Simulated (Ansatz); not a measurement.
H9Au5⁺, relaxed as a doublet with UKS PBE-D4/def2-SVP in Ansatz, starting from the GFN2-xTB geometry. Force threshold 0.02 eV/Å.

In the def2 sets Au takes a core potential; there is no spin–orbit coupling. In the doublet, H6 and H13 lie 0.84 Å apart (atoms count from 1), so H2 has formed as a molecule. Another isomer (doublet) lies 0.23 eV lower at PBE0-D4/def2-TZVP; other spin states weren't run for this one.

Start:

```
atom    x (Å)    y (Å)    z (Å)
 Au1  -0.5101  -0.4815  -0.7377
 Au2  -2.0240   1.5377   4.0543
 Au3  -1.2919   0.5335   1.6470
 Au4   3.6978  -1.2015  -4.1059
 Au5   1.5343  -0.8966  -2.4583
  H6  -2.4325   1.9457   5.4373
  H7  -0.9285  -1.0508  -1.9914
  H8   2.1025  -1.3271  -3.8114
  H9   1.0498  -0.4077  -0.9818
 H10  -0.1413   0.1259   0.6558
 H11   4.7137  -1.3739  -5.1310
 H12  -1.9294  -0.5729  -0.5507
 H13  -1.5072   2.1911   5.3080
 H14  -2.3332   0.9781   2.6658
```

**Question.** Estimate the energy that the relaxation releases and the steps that it takes.

**Answer.** 366.8 kJ/mol, in 62 steps; 4.8 min on 4 threads of Arm Neoverse V2 on a shared host. The force fell under the threshold at step 14, but the optimiser went on and released 0.245 eV more. No frequencies were taken in this run, so the end may be a saddle point.

**Question.** Does the start keep its bonding?

**Answer.** Bonds formed: Au3–H12, Au5–H7 (atoms count from 1).

**Question.** Predict the relaxed structure.

**Answer.** 
```tsv
atom	x (Å)	y (Å)	z (Å)
Au1	0.250	-0.158	-0.468
Au2	-2.557	1.391	3.857
Au3	-1.490	0.618	1.476
Au4	2.967	-1.685	-4.770
Au5	1.970	-0.953	-2.426
H6	-2.551	1.400	5.674
H7	0.208	-0.487	-2.168
H8	3.511	-1.412	-2.923
H9	1.933	-0.573	-0.636
H10	0.311	0.162	1.209
H11	2.288	-1.830	-6.196
H12	-1.420	0.244	-0.346
H13	-2.426	2.208	5.475
H14	-2.994	1.077	2.241
```
Bond lengths (bridged metal pairs left out): 15 × Au–H 1.59 to 1.94 Å.
